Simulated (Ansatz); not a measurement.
Isolated molecules relaxed with PBE0-D4/def2-TZVP in Ansatz; ΔE leaves out vibrations. CCSD(T)/CBS adds triple-zeta CCSD(T) − MP2 to the extrapolated MP2 energy (def2 sets, frozen cores). This one scheme is used for every species. Functionals use def2-TZVPP. B3LYP here is the variant with VWN-RPA as its local correlation; programs differ in this. Each species was taken in one conformer, which may not be the lowest.

Consider the formal exchange of groups at the Si–N bond: `C[Si](F)(Cl)N=C=O` + BH₃ → `B[Si](C)(F)Cl` + `N=C=O`.

`C[Si](F)(Cl)N=C=O`:

Cartesian coordinates in Å:
```
C -1.570 -0.019 -0.446
Si 0.003 0.587 0.274
F 0.314 2.054 -0.243
Cl -0.088 0.677 2.309
N 1.307 -0.395 -0.183
C 2.354 -0.952 -0.016
O 3.362 -1.515 0.097
H -2.396 0.637 -0.169
H -1.496 -0.048 -1.536
H -1.791 -1.026 -0.086
```

BH₃:

Z-matrix (Å, degrees):
```
B
H 1 1.193
H 1 1.193 2 120.0
H 1 1.193 2 120.0 3 180.0
```

`B[Si](C)(F)Cl`:

Cartesian coordinates in Å:
```
B 0.552 0.209 -1.786
Si 0.140 -0.567 0.008
C -0.374 0.534 1.401
F 1.298 -1.528 0.553
Cl -1.452 -1.773 -0.537
H -0.042 1.169 -2.176
H 1.315 -0.328 -2.531
H -1.205 1.173 1.095
H -0.690 -0.061 2.261
H 0.458 1.172 1.712
```

`N=C=O`:

Cartesian coordinates in Å:
```
N 0.025 0.209 -0.736
C 0.233 -0.214 0.376
O 0.559 -0.660 1.397
H -0.817 0.665 -1.037
```

| level | ΔE (kJ/mol) | difference from CCSD(T)/CBS |
| --- | --- | --- |
| r2SCAN-D4 | 120.3 | -5.6 |
| B3LYP-D4 | 124.6 | -1.3 |
| ωB97X-V | 123.2 | -2.7 |
| B2PLYP | 127.7 | 1.8 |
| PBE | 100.3 | -25.6 |
| r2SCAN | 119.4 | -6.5 |
| HF/def2-TZVPP | 148.0 | 22.1 |
| CCSD/def2-TZVPP | 129.0 | 3.1 |
| MP2/def2-QZVPP | 136.7 | 10.8 |
| MP2/CBS(def2) | 136.0 | 10.1 |
| CCSD(T)/CBS | 125.9 | 0 |

Largest T1 diagnostic among the species: 0.018.

The D4 term adds +3.9 kJ/mol with B3LYP and +2.3 kJ/mol with PBE0; it sums over pairs of atoms, weighted by their polarisabilities, and B3LYP, whose exchange is more repulsive, gets the larger term. From PBE to PBE0 (25 % exact exchange), in def2-TZVPP and without D4, ΔE moves by +12.1 kJ/mol. In def2-TZVPP, CCSD(T) changes the Hartree–Fock value by −21.5 kJ/mol (the triples alone add −2.4 kJ/mol) and MP2 by −11.3 kJ/mol.
